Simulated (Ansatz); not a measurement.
`C#CCCCCCCCCCC=C`. Charge 0, multiplicity 3. Geometry PBE-D4/def2-SVP, that of the neutral singlet; atoms count from 1.

```xyz
35

C     0.6721   -2.5972    0.0820
C    -0.0037   -2.4929   -0.9332
C    -0.8248   -2.2959   -2.1266
C    -2.3090   -1.9606   -1.8343
C    -2.5199   -0.8895   -0.7569
C    -1.7494    0.4148   -0.9801
C    -1.8901    1.4014    0.1839
C    -0.9234    2.5951    0.1346
C     0.5685    2.2252    0.0636
C     1.0465    1.2665    1.1593
C     2.5468    0.9401    1.0640
C     3.0224    0.0078    2.1413
C     3.5996   -1.1912    1.9418
H     1.2804   -2.6761    0.9730
H    -0.3682   -1.4788   -2.7278
H    -0.7719   -3.2008   -2.7704
H    -2.7742   -1.6443   -2.7930
H    -2.8336   -2.8888   -1.5246
H    -2.2075   -1.3116    0.2236
H    -3.6080   -0.6785   -0.6651
H    -2.0683    0.8985   -1.9317
H    -0.6743    0.1695   -1.1083
H    -2.9353    1.7785    0.2323
H    -1.7357    0.8460    1.1356
H    -1.1712    3.2379   -0.7391
H    -1.0983    3.2276    1.0329
H     1.1709    3.1596    0.1062
H     0.7988    1.7759   -0.9281
H     0.8212    1.7002    2.1604
H     0.4804    0.3121    1.1044
H     2.7702    0.5041    0.0661
H     3.1230    1.8929    1.1263
H     2.8608    0.3531    3.1812
H     3.9222   -1.8247    2.7833
H     3.7830   -1.5763    0.9232
```

At PBE0-D4/def2-SVP a singlet of charge 0 lies 4.17 eV below the triplet at the same geometry.

Question: Estimate the Mulliken populations of the heavy atoms from the PBE0/def2-SVP orbitals of Ansatz.

Answer: 
| atom | charge (e) | spin (α − β) |
| --- | --- | --- |
| C1 | -0.45 | 0.00 |
| C2 | 0.23 | 0.00 |
| C3 | -0.02 | 0.00 |
| C4 | -0.04 | 0.00 |
| C5 | -0.08 | 0.00 |
| C6 | -0.09 | 0.00 |
| C7 | -0.08 | 0.00 |
| C8 | -0.01 | 0.00 |
| C9 | -0.08 | 0.01 |
| C10 | -0.11 | 0.04 |
| C11 | 0.00 | -0.12 |
| C12 | -0.13 | 1.07 |
| C13 | -0.09 | 1.11 |
Mulliken values depend strongly on the basis.

Question: Where does the spin sit?

Answer: Summed by element: C 2.11, H -0.11, of 2 unpaired in all. Largest on single atoms: C13 1.11, C12 1.07, C11 -0.12.

Question: And the Mayer bond orders between heavy atoms (over 0.3)?

Answer: C1–C2 2.54 (1.22 Å); C2–C3 1.04 (1.46 Å); C3–C4 1.06 (1.55 Å); C4–C5 1.08 (1.53 Å); C5–C6 1.07 (1.53 Å); C6–C7 1.06 (1.53 Å); C7–C8 1.08 (1.54 Å); C8–C9 1.08 (1.54 Å); C9–C10 1.05 (1.53 Å); C10–C11 1.05 (1.54 Å); C11–C12 1.06 (1.50 Å); C12–C13 0.96 (1.35 Å).
